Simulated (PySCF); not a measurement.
VF5, SMILES [F][V]([F])([F])([F])[F], multiplicity 1.

Geometry: ωB97X-D3(BJ)/def2-SVP. The multiplicity is an assumed one; no other spin state was optimised. The isomer is the one that the SMILES or the coordinates give; other isomers of the formula were not compared.

Two levels are set side by side: PBE/def2-TZVP (PySCF) and M06-2X/def2-TZVP (PySCF). Same geometry, gas phase. Differences are taken from unrounded values.

| quantity | PBE |
|---|---|
| orbital gap (eV) | 4.01 |
| highest occupied level (eV) | -10.17 |
| lowest empty level (eV) | -6.16 |
| mean polarisability (bohr³) | 38.6 |

Problem. These are the PBE values. What does M06-2X give? (An estimate is asked for; the answer gives what the named calculation found.)

Solution. 
```json
[
 {"quantity": "orbital gap (eV)", "M06-2X": "9.92", "PBE minus M06-2X": "-5.92"},
 {"quantity": "highest occupied level (eV)", "M06-2X": "-14.53", "PBE minus M06-2X": "4.36"},
 {"quantity": "lowest empty level (eV)", "M06-2X": "-4.60", "PBE minus M06-2X": "-1.55"},
 {"quantity": "mean polarisability (bohr³)", "M06-2X": "35.6", "PBE minus M06-2X": "3.1"}
]
```

Without exact exchange PBE keeps part of each electron's self-repulsion, which lifts occupied levels and narrows the gap. PBE's more diffuse valence density responds more strongly to a field. Differences between two approximate levels are no errors against the true value.

Rough cost on one machine, each run with all the roots and properties that it gave: M06-2X against PBE about 4 times.
